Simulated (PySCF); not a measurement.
C₂H₆BI₃Te.
Bonds: C1–Te2, Te2–C3, Te2–B4, B4–I5, B4–I6, B4–I7. Hydrogens: H8, H9, H10 on C1; H11, H12, H13 on C3.

Computed, not measured: PBE0-D3(BJ)/def2-SVP geometry optimisation, gas phase, def2 core potentials past Kr (PySCF 2.14.0).

(1) What internal coordinates does the optimisation give?

## Answers

(1) 
```csv
bond,length (Å)
"C1–Te2, Te2–C3",2.137
Te2–B4,2.290
"B4–I5, B4–I7",2.225
B4–I6,2.212
C1–H8 and 5 like bonds,1.098
```

Bonds in one row agree within 0.01 Å and their mean is given. A selection of angles:
```csv
angle,degrees
Te2–C1–H8,106.7
Te2–C1–H10,109.3
H8–C1–H9,110.1
H8–C1–H10,110.8
C1–Te2–C3,95.3
C1–Te2–B4,99.2
Te2–B4–I5,102.5
Te2–B4–I6,110.7
Te2–B4–I7,102.4
I5–B4–I6,113.1
```

Torsions: C1–Te2–B4–I5 169° (antiperiplanar). The mirror-image conformer, all signs reversed, is as good.

B4 (four-coordinate boron) is distorted tetrahedral (angles from 102.4° to 113.8°). Te2 (tellurium bonded to B and 2 C) is pyramidal (angles 99.3°, 99.2° and 95.3°, sum 293.8°, 1.07 Å off the plane of its three neighbours). Of the pairs four or more bonds apart, I6···H11 is among the closest relative to their van der Waals radii: 3.10 Å, 98 % of the sum of Bondi's values.

Point group: near Cs, missed by 0.10 Å at most; the miss may be what the optimiser left on a soft mode. PBE0-D3(BJ)/def2-SVP frequencies: not computed here.
